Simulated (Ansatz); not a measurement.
# Calibrating HF/def2-TZVPP on molecular compounds of Li

The vertical ionisation energy (cation less neutral) in eV of 6 molecular compounds of Li: x at HF/def2-TZVPP, y at CCSD(T)/def2-TZVPP. Shapes, held fixed at every level: PBE0-D4/def2-TZVP. Programs: Ansatz 0.2.0.

| molecule | x (eV) | y (eV) |
| --- | --- | --- |
| CH3LiS (SMILES [Li][S]C) | 6.23 | 7.33 |
| CH3LiO (SMILES [Li][O]C) | 6.68 | 8.19 |
| LiSH (SMILES [Li][SH]) | 6.91 | ? |
| LiBr (SMILES [Li][Br]) | 8.35 | 9.29 |
| LiCl (SMILES [Li][Cl]) | 8.79 | 9.82 |
| LiF (SMILES [Li][F]) | 9.49 | 11.34 |

Problem. Fit y = c + s·x to the known rows and predict y for LiSH.

Solution. 
1. Means of the 5 rows: x = 7.9080, y = 9.194.
2. Σ(Δx)² = 7.7997, Σ(Δx·Δy) = 8.3502, so the slope is 8.3502/7.7997 = 1.0706.
3. Intercept: 9.194 − (1.0706) × 7.9080 = 0.728. The largest residual of the fit is 0.45.
4. LiSH: 0.728 + 1.0706 × 6.91 = 8.13 eV.

CCSD(T)/def2-TZVPP gives 8.00 eV, so the prediction is off by +0.13 eV, within the largest residual. Uncorrected, HF/def2-TZVPP misses it by -1.09 eV, and the other rows by 1.29 on average. The line removes about 90 % of this miss. Left out in turn, the other rows are missed by 0.51 eV on average. Cations run unrestricted. Relativity is left out for Br. Outer-core shells of Br, Li are correlated, in sets that cover them unevenly.
